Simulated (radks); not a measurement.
The numbers below are computed, except where a source is named.
Effect of the nuclear size on neutral lanthanum, [Xe] 5d1 6s2. Code: a radial shooting solver on a logarithmic mesh with Libxc functionals. Model: Dirac Kohn-Sham, PBE, spin-unpolarised, spherical densities, finite nucleus; open shells are shared between the two j in proportion to 2j + 1; Fermi nuclear charge, rms radius 4.855 fm. The rms radius is varied about that value; shifts are against it.

rms radius (fm),total energy shift (eV),density at nucleus (e/bohr^3),1s1/2 shift (meV),2s1/2 shift (meV),5s1/2 shift (meV),5p1/2 shift (meV),6s1/2 shift (meV),5d5/2 shift (meV),6p1/2 (empty) shift (meV)
4.0539,-2.85,3.646e+05,-1180,-144,-0.993,0.202,-0.062,0.116,0.051
4.4472,-1.50,3.579e+05,-625,-75.7,-0.523,0.106,-0.033,0.061,0.027
4.855,0,3.517e+05,0.000,0.000,0.000,0.000,0.000,0.000,0.000
5.3308,1.88,3.452e+05,784,94.9,0.657,-0.133,0.041,-0.077,-0.033
5.8163,3.95,3.392e+05,1640,199,1.38,-0.279,0.086,-0.162,-0.070

Slopes of the eigenvalues against <r^2> in GHz/fm^2, as finite differences over the two radii next to the reference (eigenvalue slopes, not the field-shift constants of lines): 1s1/2 39400, 2s1/2 4770, 5s1/2 33.0, 5p1/2 -6.70, 6s1/2 2.05, 5d5/2 -3.88, 6p1/2 (empty) -1.68.
